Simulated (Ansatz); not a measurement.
Geometry optimisation, RKS CAM-B3LYP-D4/STO-3G in Ansatz 0.2.0.

The input (input.yaml):

```yaml
crystal:
  periodic: [false, false, false]
  atoms:
    - { symbol: F, position_ang: [-0.0542, -1.1831, 2.6774] }
    - { symbol: C, position_ang: [0.3873, -1.3127, 1.3861] }
    - { symbol: Si, position_ang: [-0.3489, 0.0064, 0.2522] }
    - { symbol: Al, position_ang: [-0.0887, 2.2909, 0.8688] }
    - { symbol: C, position_ang: [-0.9355, -0.5649, -1.4462] }
    - { symbol: C, position_ang: [0.4907, -0.1631, -1.4374] }
    - { symbol: H, position_ang: [1.5238, -1.2228, 1.4071] }
    - { symbol: H, position_ang: [0.1407, -2.2955, 1.0039] }
    - { symbol: H, position_ang: [-0.8535, 2.8142, 2.2563] }
    - { symbol: H, position_ang: [0.6392, 3.2999, -0.0384] }
    - { symbol: H, position_ang: [-1.134, -1.6488, -1.4874] }
    - { symbol: H, position_ang: [-1.5888, 0.1771, -1.9163] }
    - { symbol: H, position_ang: [0.6497, 0.8014, -1.981] }
    - { symbol: H, position_ang: [1.1592, -1.0281, -1.5165] }
basis:
  gaussian: { orbitals: STO-3G }
hamiltonian:
  xc: cam_b3lyp
  dispersion: d4
relax:
  f_tol: 0.015
  max_steps: 40
```

Launched with:

```bash
$ ansatz run input.yaml --threads 1 --pin off --max-ram 2048MiB --backend cpu --events-out ev --progress --plain --runs-dir out
```

Where does it end, and by what steps?

The run converged. The force dipped under the threshold on the way, but the program's further checks kept it going. Limits of this set-up: minimal basis. After 16 steps the energy has fallen by 1.171 eV; H10 moved furthest, 1.12 Å.

```csv
step,energy less start (eV),largest force component (eV/Å),accepted
0,0.0000,2.394,yes
1,-0.8745,1.863,yes
2,-1.0240,0.979,yes
3,-1.1139,0.273,yes
4,-1.1181,0.460,yes
5,-1.1495,0.171,yes
6,-1.1573,0.162,yes
7,-1.1465,0.470,no
8,-1.1641,0.054,yes
9,-1.1674,0.025,yes
10,-1.1694,0.083,yes
11,-1.1703,0.099,yes
12,-1.1707,0.036,yes
13,-1.1709,0.014,yes
14,-1.1708,0.052,no
15,-1.1711,0.006,yes
16,-1.1711,0.008,yes
```

```xyz
14
Properties=species:S:1:pos:R:3
F -0.608 -1.380 2.439
C 0.349 -1.271 1.404
Si 0.011 0.165 0.194
Al -0.146 2.325 0.898
C -0.902 -0.427 -1.299
C 0.624 -0.261 -1.496
H 1.358 -1.158 1.859
H 0.379 -2.222 0.829
H 0.086 2.664 2.334
H -0.475 3.390 -0.096
H -1.276 -1.451 -1.334
H -1.534 0.256 -1.867
H 0.936 0.525 -2.186
H 1.186 -1.184 -1.650
```

Run time: 120 s on 1 thread of Intel(R) Xeon(R) Platinum 8259CL CPU @ 2.50GHz (Skylake/Cascade Lake), on a shared host, peak memory 0.18 GiB.
